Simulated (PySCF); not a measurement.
# Correlation energy of Se (selenium, neutral)

[Ar] 3d10 4s2 4p4, high-spin 3P determinant. All numbers are calculated (PySCF 2.14, the spin-free X2C one-electron Hamiltonian (Gaussian nucleus), in x2c-TZVPPall with one added diffuse shell each of s, p, d type (7s6p5d1f, 57 functions)). Frozen: [Ar] 3d10; 6 electrons correlated.

| level | correlation energy (mhartree) |
| --- | --- |
| CCSD | -118.78 |
| (T) | -3.66 |
| CCSD(T) | -122.44 |

Diagnostics: T1 = 0.0081, D1 = 0.0252, largest double amplitude 0.036.

Problem. Is a single reference adequate?

Solution. Yes, within this model without spin-orbit coupling: T1 lies below 0.03 and no double amplitude reaches 0.07.
